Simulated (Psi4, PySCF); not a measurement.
The PySCF input:
```python
from pyscf import gto, scf, dft

mol = gto.Mole()
mol.atom = '''
    C    -1.43137218    1.51114528    0.66582793
    C    -0.61008007    0.25541855    0.38791818
    C    -1.37077313   -0.70046081   -0.52438665
    C     0.73765026    0.65344583   -0.25111445
    C     1.72487285   -0.44051030   -0.35919385
    O     1.73902799   -1.57162674    0.01451142
    H    -2.38147449    1.24444166    1.12306842
    H    -0.90363448    2.18062534    1.34171183
    H    -1.63580895    2.04503542   -0.26017168
    H    -0.39969186   -0.25246811    1.33493460
    H    -1.59512963   -0.22231892   -1.47636432
    H    -2.30811202   -1.00034179   -0.06160407
    H    -0.78391031   -1.59534713   -0.71535372
    H     1.21810368    1.44074148    0.33692119
    H     0.57564781    1.05841485   -1.25354047
'''
mol.basis = 'sto-3g'
mol.spin = 1
mol.verbose = 4
mol.build()

mf = dft.UKS(mol)
mf.xc = 'revpbe'
mf.grids.atom_grid = (99, 590)
mf.grids.prune = None
mf.kernel()
```

### Question
Write the same job for Psi4.

### Answer
Several could match; the one computed here: 
```
memory 2 GB

molecule mol {
0 2
  C    -1.431372    1.511145    0.665828
  C    -0.610080    0.255419    0.387918
  C    -1.370773   -0.700461   -0.524387
  C     0.737650    0.653446   -0.251114
  C     1.724873   -0.440510   -0.359194
  O     1.739028   -1.571627    0.014511
  H    -2.381474    1.244442    1.123068
  H    -0.903634    2.180625    1.341712
  H    -1.635809    2.045035   -0.260172
  H    -0.399692   -0.252468    1.334935
  H    -1.595130   -0.222319   -1.476364
  H    -2.308112   -1.000342   -0.061604
  H    -0.783910   -1.595347   -0.715354
  H     1.218104    1.440741    0.336921
  H     0.575648    1.058415   -1.253540
}

set basis sto-3g
set reference uks
set scf_type pk
set puream true
set d_convergence 1e-8
set dft_radial_points 99
set dft_spherical_points 590

energy('revpbe')
print_variables()
```

Both were run: PySCF gave -267.655184 Eh and Psi4 -267.655185 Eh, 0.001 mEh apart.
